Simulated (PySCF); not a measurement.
BH₂, SMILES [BH2+], charge +1. Atoms are numbered in the order given.

```xyz
3

B      0.0000     0.0000     0.0000
H      0.0000     0.0000    -1.1774
H      0.0000     0.0000     1.1774
```
Charge +1, spin multiplicity 1.

The structure is a stationary point at r2SCAN-D4/def2-TZVPD.

Computed with HF/def2-TZVPD (PySCF).

```
Property                                                        Result
------------------------------------------------  --------------------
total energy                                         -25.47892 hartree
point group                                                        D∞h
highest occupied level                                       -24.47 eV
lowest empty level                                            -6.56 eV
orbital gap                                                   17.90 eV
dipole moment about the centre of nuclear charge                0.00 D
mean static polarisability                         9.2 bohr³ (1.37 Å³)
polarisability, principal values                  8.6, 8.6, 10.4 bohr³
```
